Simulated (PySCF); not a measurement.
# Electron correlation in Br (bromine, neutral)

[Ar] 3d10 4s2 4p4 4d1, one real determinant (an excited configuration). All numbers are calculated (PySCF 2.14, a scalar-relativistic core potential, in aug-cc-pVTZ-PP with one added diffuse shell each of s, d, f type with ECP10MDF (7s5p5d3f, 68 functions)). Frozen: 3s2 3p6 3d10; 7 electrons correlated.

MP2 pair energies summed by pair of shells (mhartree):

| pair | energy | share (%) |
| --- | --- | --- |
| 4s-4p | -47.56 | 42.1 |
| 4p-4p | -46.30 | 40.9 |
| 4s-4s | -8.51 | 7.5 |
| 4p-4d | -8.06 | 7.1 |
| 4s-4d | -2.66 | 2.4 |

Total MP2 correlation energy: -113.10 mhartree.

Same-spin part -29.02 and opposite-spin part -84.08 mhartree; SCS-MP2 scales them by 1/3 and 6/5 to -110.57 mhartree.

The reference is one real determinant that mixes LS terms of this configuration.
